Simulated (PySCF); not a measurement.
# Static response to an electric field

Compound: Zr(NHMe)4, C4H16N4Zr (singlet state).
Geometry (PBE0-D3(BJ)/def2-SVP, Å), atoms numbered from 1 in this order:
```
atom  x, y, z in Å
Zr1    0.0062    0.0150    0.0182
N2    -0.3396    0.1503    2.0374
C3     0.4448    0.6131    3.1569
H4    -1.2405   -0.2129    2.3524
H5     0.6599   -0.1822    3.8968
H6     1.4204    0.9856    2.8053
H7    -0.0350    1.4458    3.7067
N8     2.0066    0.2124   -0.3872
C9     3.0489   -0.7082   -0.7737
H10    2.3635    1.1688   -0.3499
H11    3.8909   -0.7339   -0.0555
H12    2.6448   -1.7316   -0.8275
H13    3.4787   -0.4855   -1.7695
N14   -0.9978    1.4953   -0.9892
C15   -2.1262    2.3283   -0.6496
H16   -0.6158    1.7541   -1.8997
H17   -2.9667    2.2295   -1.3635
H18   -2.5183    2.0487    0.3416
H19   -1.8733    3.4052   -0.5946
N20   -0.6565   -1.8191   -0.6165
C21   -1.3950   -2.2690   -1.7716
H22   -0.4893   -2.5910    0.0306
H23   -2.3840   -2.6979   -1.5173
H24   -1.5841   -1.4225   -2.4507
H25   -0.8528   -3.0347   -2.3595
```

Level: B3LYP/def2-SVPD (PySCF), static field, nuclei fixed, core orbitals frozen in the response. The polarisability tensor in these axes (au):

```
x   141.23  -6.48   5.18
y    -6.48 133.16   8.87
z     5.18   8.87 137.93
```

**Question.** Give the principal values, the mean and the anisotropy Δα = √{½[(α1 − α2)² + (α2 − α3)² + (α1 − α3)²]}.

**Answer.** Principal values 122.66, 144.65 and 145.01 au; mean 137.44 au = 20.37 Å³ = 22.66 × 10⁻⁴⁰ C²·m²/J; Δα = 22.18 au (16 % of the mean).

**Question.** What is the dipole moment?

**Answer.** 0.08 D at this geometry.

**Question.** Form Σ f/ω² (atomic units) for the 10 lowest TDDFT singlets, given as eV and f, and set it beside the mean polarisability, which is this sum over all singlets: 4.66, 0.0006; 4.66, 0.0009; 4.81, 0.0293; 4.82, 0.0279; 5.04, 0.0007; 5.07, 0.0065; 5.29, 0.0626; 5.30, 0.0671; 5.36, 0.0263; 5.40, 0.0070.

**Answer.** They add up to 6.37 au, 4.6 % of the 137.44 au; the largest single term is 1.77 au, from the state at 5.30 eV. Terms in order: 0.02, 0.03, 0.94, 0.89, 0.02, 0.19, 1.66, 1.77, 0.68, 0.18 au. Higher excitations give the rest. The strengths listed sum to 0.229.

**Question.** Rayleigh depolarisation ratio (linearly polarised light, static tensor)?

**Answer.** ρ = 3Δα²/(45ᾱ² + 4Δα²) = 1475.4/(850024 + 1967.1) = 0.00173.

**Question.** Find the Langevin capture rate constant for NH4+ (18.034 u) meeting this molecule (210.042 u), k = 2.342 × 10⁻⁹ cm³/s × √(α in Å³ / reduced mass in u).

**Answer.** The reduced mass is 16.61 u, so k = 2.59 × 10⁻⁹ cm³/s.

**Question.** What molar refraction does this α imply?

**Answer.** Lorentz–Lorenz: R = (4π/3)N_A α = 2.5225 cm³/(mol·Å³) × 20.37 Å³ = 51.4 cm³/mol, in the limit of long wavelengths.

**Question.** Refractivity n − 1 of an ideal gas of it at 400 K and 1 atm, from the electronic α?

**Answer.** N = p/kT = 1.8347 × 10¹⁹ cm⁻³, so n − 1 = 2π × N × 20.37 × 10⁻²⁴ cm³ = 2348 × 10⁻⁶ at long wavelengths, for an ideal gas.

Isolated species at its PBE0-D3(BJ)/def2-SVP geometry, gas phase. Atoms past krypton carry effective core potentials; spin–orbit coupling is left out.
